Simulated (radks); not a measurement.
Values are calculated unless marked as measured or tabulated.
Q: These are the eigenvalues of the occupied orbitals of an atom or ion with whole-number occupations (eV). Level of theory: scalar-relativistic Kohn-Sham, PBE, spin-polarised, spherical densities, finite nucleus; Fermi nuclear charge, rms radius of each element as measured or else 0.836 A^(1/3) + 0.57 fm (a radial shooting solver on a logarithmic mesh with Libxc functionals).

1s up: -41832.41
1s down: -41832.31
2s up: -6746.516
2s down: -6746.451
2p up: -6039.034
2p down: -6038.964
3s up: -1471.071
3s down: -1470.219
3p up: -1246.948
3p down: -1246.096
3d up: -932.1744
3d down: -931.4994
4s up: -309.0475
4s down: -306.6876
4p up: -235.8730
4p down: -233.4688
4d up: -131.2111
4d down: -128.6947
5s up: -58.8786
5p up: -40.5039
5p down: -38.3563
4f up: -21.4615
6p up: -12.0952

Which element is it, and in what charge state? The configuration may be excited. Open shells, if any, are filled with parallel spins first.

A: Z = 59, praseodymium, charge +2: Pr2+ in [Kr] 4d10 4f3 5s1 5p6 6p1. The list shows which subshells hold electrons but not how many an open one holds; the 1s level, -1537.3 hartree, gives Z - s = 55.4 by -(Z - s)^2/2, which with screening and relativity narrows Z to a few neighbours, and the depths of the outer levels then fix element, charge and occupations together.
